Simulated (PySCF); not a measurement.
**How the method moves the HOMO and LUMO of `Cc1nn(C)cc1[NH3+]`**

Compound: C5H10N3 (charge +1).
Structure used (PBE0-D3(BJ)/def2-SVP), in Å, numbered top down from 1:
```
atom  x, y, z in Å
C1    -1.510    1.875    0.099
C2    -0.478    0.804    0.029
N3     0.818    1.069   -0.029
N4     1.455   -0.097   -0.068
C5     2.901   -0.115   -0.147
C6     0.626   -1.154   -0.044
C7    -0.643   -0.599    0.016
N8    -1.908   -1.309    0.077
H9    -1.037    2.841   -0.120
H10   -1.961    1.946    1.102
H11   -2.318    1.729   -0.636
H12    3.225    0.388   -1.068
H13    3.249   -1.154   -0.151
H14    3.321    0.413    0.719
H15    0.982   -2.182   -0.076
H16   -1.908   -2.160   -0.500
H17   -2.172   -1.587    1.035
H18   -2.667   -0.710   -0.278
```

Basis pcSseg-1 throughout (PySCF), one geometry. Geometry: PBE0-D3(BJ)/def2-SVP; no solvent, vibrations or thermal averaging.

Q: How do the orbital energies and the gap change with the method?

A: 
```json
{"method": "BLYP", "kind": "GGA", "HOMO (eV)": "-10.11", "LUMO (eV)": "-5.68", "gap (eV)": "4.42", "SCF cycles": "16"}
{"method": "OPBE", "kind": "GGA", "HOMO (eV)": "-10.25", "LUMO (eV)": "-5.44", "gap (eV)": "4.81", "SCF cycles": "16"}
{"method": "PBE", "kind": "GGA", "HOMO (eV)": "-10.26", "LUMO (eV)": "-5.61", "gap (eV)": "4.66", "SCF cycles": "16"}
{"method": "KT2", "kind": "GGA", "HOMO (eV)": "-10.29", "LUMO (eV)": "-5.69", "gap (eV)": "4.59", "SCF cycles": "16"}
{"method": "B97-2", "kind": "global hybrid", "HOMO (eV)": "-11.14", "LUMO (eV)": "-4.73", "gap (eV)": "6.41", "SCF cycles": "14"}
{"method": "PBE0", "kind": "global hybrid", "HOMO (eV)": "-11.38", "LUMO (eV)": "-4.70", "gap (eV)": "6.67", "SCF cycles": "14"}
{"method": "CAM-B3LYP", "kind": "range-separated hybrid", "HOMO (eV)": "-12.65", "LUMO (eV)": "-3.91", "gap (eV)": "8.74", "SCF cycles": "14"}
{"method": "wB97X-D", "kind": "range-separated hybrid", "HOMO (eV)": "-13.20", "LUMO (eV)": "-2.84", "gap (eV)": "10.36", "SCF cycles": "14"}
{"method": "LC-wPBE", "kind": "range-separated hybrid", "HOMO (eV)": "-14.01", "LUMO (eV)": "-2.46", "gap (eV)": "11.55", "SCF cycles": "15"}
```

The HOMO spans 3.90 eV, from BLYP down to LC-wPBE, and the gap runs from 4.42 eV (BLYP) to 11.55 eV (LC-wPBE). Over the methods BLYP (0 %), OPBE (0 %), PBE (0 %), KT2 (0 %), B97-2 (21 %), PBE0 (25 %), a straight line through the gap against the share of exact exchange rises by 0.83 eV for each 10 % (correlation coefficient 0.992).

The vertical ΔSCF ionisation energy at CAM-B3LYP/def2-SVPD is 13.38 eV; −ε(HOMO) comes closest to it with wB97X-D (13.20 eV).
